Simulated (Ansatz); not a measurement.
Geometry optimisation, Ansatz 0.2.0, RKS B3LYP/def2-SVP.

Input file:

```yaml
crystal:
  periodic: [false, false, false]
  atoms:
    - { symbol: Si, position_ang: [0.139447, 0.048765, 0.132162] }
    - { symbol: Si, position_ang: [0.20658, 0.080032, 2.392494] }
    - { symbol: H, position_ang: [-1.101827, -0.220691, 3.064057] }
    - { symbol: H, position_ang: [1.164725, -0.969765, 2.86015] }
    - { symbol: H, position_ang: [0.661906, 1.410323, 2.89275] }
    - { symbol: H, position_ang: [1.547551, -0.197761, -0.305827] }
    - { symbol: Cl, position_ang: [-0.383065, 1.906338, -0.661848] }
    - { symbol: H, position_ang: [-0.703505, -1.033941, -0.434801] }
    - { symbol: Cl, position_ang: [-3.113345, 0.200781, 0.881049] }
    - { symbol: H, position_ang: [-2.430066, 0.005418, 2.010113] }
basis:
  gaussian: { orbitals: def2-SVP }
hamiltonian:
  xc: b3lyp
relax:
  f_tol: 0.03
  max_steps: 50
```

Run as:

```bash
$ ansatz run input.yaml --threads 2 --pin off --max-ram 3072MiB --backend cpu --events-out ev --progress --plain --runs-dir out
```

Task: Where does it end, and by what steps?

Result: The forces met the threshold. The force dipped under the threshold on the way, but the program's further checks kept it going. After 37 steps the energy has fallen by 0.363 eV; H10 moved furthest, 1.54 Å.

```
step  energy less start (eV)  largest force component (eV/Å)  accepted
   0                  0.0000                           1.348       yes
   2                 -0.1844                           0.439       yes
   4                 -0.2186                           0.240       yes
   6                 -0.2159                           0.854        no
   8                 -0.2290                           0.480       yes
  10                 -0.2420                           0.031       yes
  12                 -0.2441                           0.049       yes
  14                 -0.2506                           0.038       yes
  16                 -0.2569                           0.243       yes
  18                 -0.2613                           0.344       yes
  20                 -0.2787                           0.039       yes
  22                 -0.2857                           0.152       yes
  24                 -0.3016                           0.607       yes
  26                 -0.3493                           0.134       yes
  28                 -0.3549                           0.094       yes
  30                 -0.3568                           0.147        no
  32                 -0.3617                           0.058       yes
  34                 -0.3625                           0.047       yes
  36                 -0.3628                           0.031       yes
  37                 -0.3629                           0.016       yes
```

```xyz
10
Properties=species:S:1:pos:R:3
Si 0.213 0.048 0.212
Si 0.514 -0.005 2.546
H -0.815 -0.038 3.216
H 1.303 -1.219 2.916
H 1.265 1.215 2.962
H 1.504 0.195 -0.516
Cl -0.940 1.757 -0.255
H -0.513 -1.137 -0.318
Cl -3.597 -0.263 1.340
H -2.947 0.677 0.728
```

Whether the end is a true minimum wasn't checked by a vibrational analysis.

The run took 2.6 min on 2 threads of Arm Neoverse N1 (shared host), peak memory 0.23 GiB.
